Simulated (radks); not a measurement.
Values are calculated unless marked as measured or tabulated.
Q: Ionisation of P+, [Ne] 3s2 3p2, to P2+, [Ne] 3s2 3p1, under several functionals. Non-relativistic Kohn-Sham, spin-unpolarised, spherical densities, point nucleus; a radial shooting solver on a logarithmic mesh with Libxc functionals. The NIST Atomic Spectra Database gives 19.769 eV (semi-empirical). Rank these functionals by the error of their Delta-SCF ionisation energy: RPBE; LDA (Slater exchange, Perdew-Zunger correlation); exchange-only B88; XLYP; Wu-Cohen GGA; AM05; exchange-only r2SCAN; Tao-Mo meta-GGA; MS2 meta-GGA; PW91; exchange-only LDA.

A: From best to worst: LDA (Slater exchange, Perdew-Zunger correlation) 19.262 eV (-0.508); PW91 19.219 eV (-0.550); Wu-Cohen GGA 19.152 eV (-0.618); RPBE 19.141 eV (-0.628); AM05 19.106 eV (-0.663); MS2 meta-GGA 19.104 eV (-0.666); Tao-Mo meta-GGA 19.085 eV (-0.684); XLYP 19.053 eV (-0.716); exchange-only B88 18.253 eV (-1.517); exchange-only r2SCAN 18.215 eV (-1.555); exchange-only LDA 17.994 eV (-1.776). Spin polarisation and multiplet splitting are left out, so open shells lie too high by an amount that depends on their filling.

Beside tabulated values, note that spin-unpolarised runs miss the spin-polarisation part of the exchange energy of open shells.
